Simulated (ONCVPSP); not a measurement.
**iridium: one change to an ONCV potential, before and after**

ONCVPSP 4.0.1 input, shortened (lines: element, Z, core and valence counts, functional; n l f; lmax; l rc ep ncon nbas qcut; lloc lpopt rc5 dvloc0; l nproj debl; icmod fcfact rcfact), LDA (Perdew-Wang 92), fully relativistic:

```
  Ir 77.00   10    4  -001012      upf
    1    0    2.00
    2    0    2.00
    2    1    6.00
    3    0    2.00
    3    1    6.00
    3    2   10.00
    4    0    2.00
    4    1    6.00
    4    2   10.00
    4    3   14.00
    5    0    2.00
    5    1    6.00
    5    2    7.00
    6    0    2.00
    2
    0    1.90    0.00    4    9    8.10
    1    1.10    0.00    4    7    7.20
    2    2.40    0.00    5    9    5.60
    4    5    0.70    2.00
    0    2    3.10
    1    2    1.60
    2    2    2.40
    3    6.00    1.15
```

Open shells are filled in proportion to 2j + 1.

In the p channel the program set the typed energies aside and used -1.880, 0.250 Ha (j = l + 1/2; the other j can differ).

All-electron outer shells of the reference configuration (LDA (PZ), scalar-relativistic, ld1.x):

```
shell  level (eV)  outermost node (bohr)  outermost maximum (bohr)
   5s      -98.30                   0.50                      0.89
   4f      -62.55                      –                      0.39
   5p      -54.92                   0.54                      1.01
   5d       -7.36                   0.59                      1.31
   6s       -6.59                   1.17                      2.38
```

Change: core correction Teter function, fcfact 6, rcfact 2.02.

Cutoffs: the cutoffs (Ha) at which the residual kinetic energy of the hardest occupied pseudo-wave falls to 1 and 0.1 mHa per electron; they do not see the model core or the augmentation charge, which bear on the density cutoff. Errors are all-electron minus pseudo energies relative to the spin-unpolarised reference configuration.

What does the change do?

The potential gets neither clearly harder nor softer (107 Ha and 126 Ha → 107 Ha and 126 Ha); both files keep a bound ghost (s); of the 4 tests that both files solve, the error grows in 4 and shrinks in 0 by more than 15 % and 0.3 meV (median size 6.5 → 37.8 meV). A model core, the more so a compact one, raises the density cutoff, which this test does not measure.

```tsv
quantity	base	changed
cutoff, loose	107 Ha	107 Ha
cutoff, tight	126 Ha	126 Ha
bound ghosts	s	s
GHOST(+) flags under 300 eV	p3/2 at 36.9 eV, d5/2 at 89.4 eV, d3/2 at 127.5 eV, p1/2 at 143.2 eV	p3/2 at 36.9 eV, d5/2 at 89.4 eV, d3/2 at 127.5 eV, p1/2 at 143.2 eV
error for 5s2 5p6 5d7 6s1, meV [ΔE 10.18 eV]	-0.8	-7.9
error for 5s2 5p6 5d7 6s0, meV [ΔE 28.03 eV]	-6.7	-51
error for 5s2 5p6 5d6 6s0, meV [ΔE 58.87 eV]	-6.4	-145
error for 5s2 5p6 5d8 6s0, meV [ΔE 9.01 eV]	+8.1	-25
s: phases at 1.93 bohr within 0.05 rad from the reference energy up to (Ha; the scan ends near 5)	to the end of the scan	to the end of the scan
p3/2: phases at 1.12 bohr within 0.05 rad from the reference energy up to (Ha; the scan ends near 5)	to the end of the scan	to the end of the scan
p1/2: phases at 1.12 bohr within 0.05 rad from the reference energy up to (Ha; the scan ends near 5)	to the end of the scan	to the end of the scan
d5/2: phases at 2.44 bohr within 0.05 rad from the reference energy up to (Ha; the scan ends near 5)	to the end of the scan	to the end of the scan
d3/2: phases at 2.44 bohr within 0.05 rad from the reference energy up to (Ha; the scan ends near 5)	4.6	4.6
rms error of d²Exc/dni dnj with the model core, mHa	4.75	3.05
```

 A true bound ghost makes a file unfit for plane-wave use even where its test errors are small: the radial tests pick states by their node count and pass the ghost by.
